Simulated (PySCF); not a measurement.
## SiI⁺ at RHF-SCS-MP2

Computed with RHF-SCS-MP2; basis Si cc-pV(D+d)Z, I cc-pVDZ-PP with ECP28; scalar-relativistic core potentials; PySCF 2.14.

```
state                          : ¹Σ⁺ (singlet), closed shell
bond length                    : 2.333 Å
harmonic wavenumber            : 464 cm⁻¹
force constant                 : 2.90 mdyn/Å
rotational constant Be         : 0.1351 cm⁻¹
anharmonicity ωexe             : 1.13 cm⁻¹
vibration–rotation constant αe : 0.000486 cm⁻¹
well depth De to Si⁺ + I       : 85.7 kcal/mol
dissociation energy D0         : 85.0 kcal/mol
```

Correlated steps freeze 9 core orbitals. Correlated levels converge slowly with the basis: in double zeta they bind strong bonds too weakly, by up to about 1 eV, and carry superposition errors of some tenths. Spin–orbit coupling is left out, which matters for elements this heavy, above all for dissociation energies. For an ion De counts to the pair picked by the measured ionisation energies or electron affinities, which need not be the lowest pair at this level. Where the molecule has an RHF reference, its open-shell atoms are computed with UHF.
